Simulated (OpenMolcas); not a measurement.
How methods differ on C3H11AlO (SMILES C[Al-](C)(C)[OH2+])

C3H11AlO: 16 atoms, total charge 0, spin state singlet. SMILES: `C[Al-](C)(C)[OH2+]`. The shape is that of a PBE0-D4/def2-TZVP optimisation. This is one conformer, not always the lowest.

```xyz
16

C    -0.6380    0.7231   -1.7127
Al    0.0856   -0.1405   -0.0856
C     1.6989    0.6544    0.7405
C    -0.2107   -2.0711    0.1425
O    -1.2682    0.6786    1.2276
H    -0.5857    1.8181   -1.6867
H    -0.0691    0.4146   -2.5973
H    -1.6792    0.4456   -1.9177
H     1.8436    0.3439    1.7826
H     1.7073    1.7506    0.7170
H     2.6015    0.3341    0.2076
H    -0.0166   -2.4052    1.1672
H     0.4541   -2.6517   -0.5073
H    -1.2337   -2.3694   -0.1102
H    -0.8088    1.2219    1.8776
H    -1.8809    1.2530    0.7549
```

Quantity: the dipole moment, in D. The values are calculated.

| level | kind | program | value (D) |
| --- | --- | --- | --- |
| HF/6-31G* (spherical functions) | Hartree–Fock | OpenMolcas | 4.27 |
| SVWN5/6-31G* (spherical functions) | LDA | OpenMolcas | 4.05 |
| BLYP/6-31G* (spherical functions) | GGA | OpenMolcas | 4.08 |
| r2SCAN/6-31G* (spherical functions) | meta-GGA | OpenMolcas | 4.14 |
| BHLYP/6-31G* (spherical functions) | global hybrid | OpenMolcas | 4.17 |
| PBE0/6-31G* (spherical functions) | global hybrid | OpenMolcas | 4.11 |

The values span 4.05 to 4.27 D. Magnitudes only.
